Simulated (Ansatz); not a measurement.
A run of Ansatz (development build ahead of 0.2.0) on quintet CoMn at this shape:

| atom | x (Å) | y (Å) | z (Å) |
| --- | --- | --- | --- |
| Mn | 0.0000 | 0.0000 | 0.0000 |
| Co | 0.0000 | 0.0000 | 4.3700 |

Its results:

* Converged: yes
* Total energy: -2533.60473 hartree
* Spin squared of the determinant: 6.000
* Stability test: minimum among restricted orbitals

(1) Which input gives this output? Name the method, the orbitals and the basis set, and write the input.

Results:

(1) ωB97X (restricted open-shell) in pcseg-2.

```yaml
crystal:
  periodic: [false, false, false]
  atoms:
    - { symbol: Mn, position_ang: [0.0, 0.0, 0.0] }
    - { symbol: Co, position_ang: [0.0, 0.0, 4.37] }
basis:
  gaussian: { orbitals: pcseg-2 }
magnetization:
  initial_magnetization: 4
hamiltonian:
  xc: { name: wB97X }
```

Caution: stretched shape with no unrestricted run beside it, a lower state can exist.
